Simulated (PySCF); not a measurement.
An excited-state table with gaps

Compound: germanium monoxide, GeO.
SMILES: `[O+]#[Ge-]`

Computed, not measured: TDDFT CAM-B3LYP/aug-cc-pVTZ, vertical, gas phase, core orbitals frozen in the response in PySCF. Geometry: PBE0-D3(BJ)/def2-TZVP; no solvent, vibrations or thermal averaging. The CAM-B3LYP/aug-cc-pVTZ calculation is non-relativistic and has no spin–orbit coupling, an omission that weighs most on germanium.

Lowest singlets, with some entries withheld (?). Orbitals of the list HOMO-3 to LUMO+2 that lie within 0.01 eV of each other are written together with a slash and their weights summed (≥ marks a lower bound); for degenerate orbitals outside that list single weights are arbitrary.

| state | E (eV) | f | main configurations (H = HOMO, L = LUMO) |
| --- | --- | --- | --- |
| S1 | 4.77 | 0.0000 | H-2/H-1→L/L+1 (≥75%) |
| S2 | 4.95 | 0.045 | H→L/L+1 (≥94%) |
| S3 | 4.95 | 0.045 | H→L/L+1 (≥94%) |
| S4 | 5.08 | 0.0000 | H-2/H-1→L/L+1 (≥94%) |
| S5 | 5.08 | 0.0000 | H-2/H-1→L/L+1 (≥94%) |
| S6 | 6.94 | 0.012 | H-2/H-1→L/L+1 (≥52%) |
| S7 | ? | 0.064 | H-2/H-1→L+3 (≥76%), H-2/H-1→L+2 (≥12%) |
| S8 | ? | 0.064 | H-2/H-1→L+3 (≥76%), H-2/H-1→L+2 (≥12%) |
| S9 | ? | 0.010 | H→L+3 (78%), H→L+2 (18%) |
| S10 | ? | 0.535 | H→L+2 (67%), H→L+3 (9%) |

**Question.** Fill in the withheld entries.

**Answer.** 
- S7: E = 7.97 eV
- S8: E = 7.97 eV
- S9: E = 8.14 eV
- S10: E = 8.27 eV

**Question.** What is the mean static polarisability from the same response equations?

**Answer.** 31.2 au (4.63 Å³), with principal values 27.6, 27.6 and 38.5 au.

**Question.** How far apart are S6 and S10, in eV and cm⁻¹?

**Answer.** 8.273 − 6.944 = 1.329 eV, or about 10720 cm⁻¹.

**Question.** Where do the lowest triplets lie (Tamm–Dancoff)?

**Answer.** T1 3.93 eV, H→L/L+1 (≥95%); T2 3.93 eV, H→L/L+1 (≥95%); T3 3.99 eV, H-2/H-1→L/L+1 (≥74%). E(S1) − E(T1) = +0.84 eV.
